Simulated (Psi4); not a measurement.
A dimer, N2 ··· BCl3 (SMILES N#N and ClB(Cl)Cl); the first 2 atoms form monomer A.

```
6

N      0.5455     0.0000     0.0000
N     -0.5455     0.0000     0.0000
Cl    -4.7186     0.6637    -1.4910
B     -3.3516     1.3029    -2.3677
Cl    -2.5820     0.3414    -3.6043
Cl    -2.7533     2.9022    -2.0064
```

**Question.** What interaction energy does Psi4 with SAPT0/jun-cc-pVDZ, frozen core give, and which attractive term is the largest?

**Answer.** Total -2.53 kJ/mol: electrostatics -0.92, exchange 0.94, induction -0.14, dispersion -2.42. The most attractive term is dispersion.
